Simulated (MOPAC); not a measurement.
MOPAC input (PM7):

```
PM7 1SCF GEO-OK AUX(PRECISION=9) THREADS=1
C2H10N2Si

C     0.96442600 1   -0.85308500 1    1.34064000 1
Si    0.00728300 1   -0.00015200 1   -0.02914400 1
C    -1.47960700 1    0.86381200 1    0.72095500 1
N    -0.33740500 1   -1.23413600 1   -1.18147100 1
N     0.85652900 1    1.22332600 1   -0.89590100 1
H     0.37598800 1   -1.64635600 1    1.81025300 1
H     1.88521600 1   -1.29955200 1    0.95914100 1
H     1.23634200 1   -0.14071900 1    2.12296500 1
H    -2.08931000 1    0.15848100 1    1.29034600 1
H    -1.17930600 1    1.66308400 1    1.40437300 1
H    -2.11160700 1    1.30426700 1   -0.05319300 1
H    -0.81278900 1   -1.02107000 1   -2.04392300 1
H    -0.49228400 1   -2.18748300 1   -0.89717500 1
H     1.68120800 1    1.00298600 1   -1.43122000 1
H     0.86180300 1    2.17978800 1   -0.58152200 1
```

From the output:

```
                                                       MOPAC v23.2.5 Linux

          FINAL HEAT OF FORMATION =        -45.99159 KCAL/MOL =    -192.42879 KJ/MOL

          COSMO AREA              =        133.92 SQUARE ANGSTROMS
          COSMO VOLUME            =        125.67 CUBIC ANGSTROMS

          IONIZATION POTENTIAL    =          9.128578 EV
          HOMO LUMO ENERGIES (EV) =         -9.129  1.631
          NO. OF FILLED LEVELS    =         16
          MOLECULAR WEIGHT        =         90.1999         POINT GROUP:  C2

          MOLECULAR DIMENSIONS (Angstroms)

            Atom       Atom       Distance
            H    11    H     7     4.87640
            H    15    H    13     4.43492
            H     9    H    14     3.55019

          SCF CALCULATIONS        =          1

   ATOM   CHEMICAL          X               Y               Z
  NUMBER   SYMBOL      (ANGSTROMS)     (ANGSTROMS)     (ANGSTROMS)

     1       C          0.96442600  *  -0.85308500  *   1.34064000  *
     2      Si          0.00728300  *  -0.00015200  *  -0.02914400  *
     3       C         -1.47960700  *   0.86381200  *   0.72095500  *
     4       N         -0.33740500  *  -1.23413600  *  -1.18147100  *
     5       N          0.85652900  *   1.22332600  *  -0.89590100  *
     6       H          0.37598800  *  -1.64635600  *   1.81025300  *
     7       H          1.88521600  *  -1.29955200  *   0.95914100  *
     8       H          1.23634200  *  -0.14071900  *   2.12296500  *
     9       H         -2.08931000  *   0.15848100  *   1.29034600  *
    10       H         -1.17930600  *   1.66308400  *   1.40437300  *
    11       H         -2.11160700  *   1.30426700  *  -0.05319300  *
    12       H         -0.81278900  *  -1.02107000  *  -2.04392300  *
    13       H         -0.49228400  *  -2.18748300  *  -0.89717500  *
    14       H          1.68120800  *   1.00298600  *  -1.43122000  *
    15       H          0.86180300  *   2.17978800  *  -0.58152200  *

                             CARTESIAN COORDINATES

   1    C        0.964426000    -0.853085000     1.340640000
   2   Si        0.007283000    -0.000152000    -0.029144000
   3    C       -1.479607000     0.863812000     0.720955000
   4    N       -0.337405000    -1.234136000    -1.181471000
   5    N        0.856529000     1.223326000    -0.895901000
   6    H        0.375988000    -1.646356000     1.810253000
   7    H        1.885216000    -1.299552000     0.959141000
   8    H        1.236342000    -0.140719000     2.122965000
   9    H       -2.089310000     0.158481000     1.290346000
  10    H       -1.179306000     1.663084000     1.404373000
  11    H       -2.111607000     1.304267000    -0.053193000
  12    H       -0.812789000    -1.021070000    -2.043923000
  13    H       -0.492284000    -2.187483000    -0.897175000
  14    H        1.681208000     1.002986000    -1.431220000
  15    H        0.861803000     2.179788000    -0.581522000

           Empirical Formula: C2 H10 N2 Si  =    15 atoms

      MOLECULAR POINT GROUP   :   C2

                  EIGENVALUES
 -35.72662 -34.57446 -25.55597 -24.10854 -16.61068 -16.23041 -15.14853 -14.35914
 -14.01763 -13.39049 -13.35105 -13.00157 -12.08467 -11.51683  -9.14593  -9.12858
   1.63143   1.81456   2.00644   5.15640   6.09118   6.10116   6.14341   6.18345
   6.26337   7.25007   7.28911   7.53815   7.67623   8.76954  24.47371  24.99273
  25.27248  25.27312  25.85293

              NET ATOMIC CHARGES AND DIPOLE CONTRIBUTIONS

  ATOM NO.   TYPE          CHARGE      No. of ELECS.   s-Pop       p-Pop       d-Pop
    1          C          -0.529794        4.5298     1.03809     3.49170
    2         Si           0.440227        3.5598     0.73986     2.50378     0.31613
    3          C          -0.529794        4.5298     1.03809     3.49170
    4          N          -0.714029        5.7140     1.53864     4.17538
    5          N          -0.714029        5.7140     1.53864     4.17538
    6          H           0.155449        0.8446     0.84455
    7          H           0.160284        0.8397     0.83972
    8          H           0.155885        0.8441     0.84411
    9          H           0.155885        0.8441     0.84411
   10          H           0.155449        0.8446     0.84455
   11          H           0.160284        0.8397     0.83972
   12          H           0.277434        0.7226     0.72257
   13          H           0.274657        0.7253     0.72534
   14          H           0.277434        0.7226     0.72257
   15          H           0.274657        0.7253     0.72534
 DIPOLE           X         Y         Z       TOTAL
 POINT-CHG.    -0.222     0.005     0.889     0.916
 HYBRID         0.053    -0.001    -0.214     0.220
 SUM           -0.169     0.004     0.675     0.696

          ATOMIC ORBITAL ELECTRON POPULATIONS

     Atom    s        px        py        pz      x^2-y^2     xz        z^2       yz        xy
    1  C   1.03809   1.16375   1.16246   1.16549
    2 Si   0.73986   0.92660   0.77270   0.80448   0.04990   0.06041   0.05194   0.08382   0.07006
    3  C   1.03809   1.16378   1.16247   1.16545
    4  N   1.53864   1.71139   1.19604   1.26796
    5  N   1.53864   1.44688   1.19506   1.53345
    6  H   0.84455
    7  H   0.83972
    8  H   0.84411
    9  H   0.84411
   10  H   0.84455
   11  H   0.83972
   12  H   0.72257
   13  H   0.72534
   14  H   0.72257
   15  H   0.72534

 **********************
 *                    *
 * JOB ENDED NORMALLY *
 *                    *
 **********************

 == MOPAC DONE ==
```

The geometry given is a B3LYP-D3(BJ)/def2-TZVP minimum.
